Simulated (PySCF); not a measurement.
## Multinuclear NMR of C₇H₆F₂

Bonds (- single, = double, # triple, : aromatic): C1=C2 1.333 Å, C2-C3 1.499 Å, C2-C4 1.411 Å, C4#C5 1.209 Å, C5-C6 1.403 Å, C6-F7 1.353 Å, C6=C8 1.335 Å, C8-F9 1.337 Å. C1 carries H10, H11; C3 carries H12, H13, H14; C8 carries H15. Stereochemistry as in C=C(C)C#C/C(F)=C\F. H10 is cis to C3; H11 is trans to C3.

PySCF 2.14.0 with density-fitted response routines calculation with σ from GIAO-PBE0/pcSseg-1 and coordinates at the GFN2-xTB level; single conformer, no solvent, one averaged value for each set of equivalent atoms, non-relativistic.

**Question.** Where does 19F resonate?

**Answer.** 
```csv
atoms,environment,σ (ppm),δ (ppm)
F9,vinylic fluorine,337.8,-158.9
F7,vinylic fluorine,339.1,-160.0
```

Shieldings were converted by a linear fit to measured shifts: 19F: δ = 146.13 − 0.903σ +14.6 on sp3 carbon (rms 6.0 ppm, 223 shifts, 7.0 ppm with the 5 outliers that the fit left out vs CFCl3, solution or neat liquid). A few per cent of atoms miss by over 2 rms, more outside the fitted compound classes.

On a 500 MHz spectrometer 19F resonates near 470.5 MHz, so 1 ppm is 470.5 Hz.
